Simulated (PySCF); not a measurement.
Hf(NH2)3(SH) (H₇HfN₃S), SMILES [NH2][Hf]([NH2])([NH2])[SH], multiplicity 1.

Coordinates come from a B3LYP-D3(BJ)/def2-SVP optimisation. The spin state was assumed, not searched. The def2 effective core potentials stand for the cores of Hf; spin–orbit coupling is left out. Other conformers were not sampled.

Two levels are set side by side: PBE/def2-TZVP (PySCF) and CAM-B3LYP/def2-TZVP (PySCF). Same geometry, gas phase. Differences are taken from unrounded values.

```
quantity                     CAM-B3LYP
---------------------------  ---------
orbital gap (eV)                  8.73
highest occupied level (eV)      -8.14
lowest empty level (eV)           0.59
dipole moment (D)                 2.84
mean polarisability (bohr³)       83.7
```

Question: What does PBE give, and how far is it from CAM-B3LYP? (Estimate from the structure and the level; the computed values follow.)

Answer: 
```tsv
quantity	PBE	PBE minus CAM-B3LYP
orbital gap (eV)	4.56	-4.17
highest occupied level (eV)	-5.59	2.55
lowest empty level (eV)	-1.03	-1.62
dipole moment (D)	2.81	-0.02
mean polarisability (bohr³)	89.7	6.1
```

Without exact exchange PBE keeps part of each electron's self-repulsion, which lifts occupied levels and narrows the gap. PBE's more diffuse valence density responds more strongly to a field. Differences between two approximate levels are no errors against the true value.

Rough cost on one machine, each run with all the roots and properties that it gave: CAM-B3LYP against PBE within a factor of 2.
